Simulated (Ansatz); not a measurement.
Consider the ligand exchange at the Si–C bond: `O[SiH2]C#C[SiH3]` + `[NH2][AlH2]` → `O[SiH2][NH][AlH2]` + `C#C[SiH3]`.

Gas-phase electronic energies from Ansatz, PBE0-D4/def2-TZVP geometries. CCSD(T)/CBS adds triple-zeta CCSD(T) − MP2 to the extrapolated MP2 energy (def2 sets, frozen cores). This one scheme is used for every species. Functionals use def2-TZVPP. B3LYP here is the variant with VWN-RPA as its local correlation; programs differ in this. HSE06 is defined as in plane-wave codes. One conformer a species, not always the lowest.

Task: Is it downhill or uphill in electronic energy at CCSD(T)/CBS, and by how much? (Estimate.)

Result: Ansatz gave: Downhill: ΔE = -30.9 kJ/mol.

Task: What do these levels give: HSE06-D4, BHLYP-D4, ωB97M-V, B3LYP, LC-ωPBE, HF/def2-SVP? (An estimate is asked.)

Result: Ansatz gave: HSE06-D4 -25.8, BHLYP-D4 -31.9, ωB97M-V -31.6, B3LYP -24.6, LC-ωPBE -30.0, HF/def2-SVP -31.6 kJ/mol.

Largest T1 diagnostic among the species: 0.013.

From BLYP to BHLYP (50 % exact exchange), in def2-TZVPP and without D4, ΔE moves by −8.9 kJ/mol. Leaving LDA and LC-ωPBE aside and taking each functional with its dispersion term where it has one, the values, not all of them listed here, spread over 9.8 kJ/mol, from BHLYP-D4 to PBE-D4. LDA lies −6.6 kJ/mol from PBE without D4.
